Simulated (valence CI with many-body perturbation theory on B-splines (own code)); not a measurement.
**Which ion has this spectrum?**

A relativistic CI+MBPT calculation for an atom or ion with 15 electrons gives these levels (eV):

```
  J  Parity       E     g
3/2     odd    0.00  1.34
3/2    even  221.66  0.78
3/2     odd  298.14  1.45
5/2    even  305.57  1.20
5/2     odd  309.60  1.19
1/2     odd  324.41  0.65
5/2    even  465.11  1.46
3/2    even  494.10  1.15
1/2    even  495.65  2.05
5/2    even  517.44  0.96
1/2    even  520.54  0.21
3/2    even  520.68  0.90
7/2    even  529.34  1.02
5/2    even  557.93  1.16
```

The energies are calculated, and their last digits are not significant.

(1) Which is it?
A. Yb55+
B. Hf57+
C. Ta58+
D. Lu56+

## Answers

(1) B. Hf57+, ground level (3s^2 3p1/2^2 3p3/2) J=3/2.
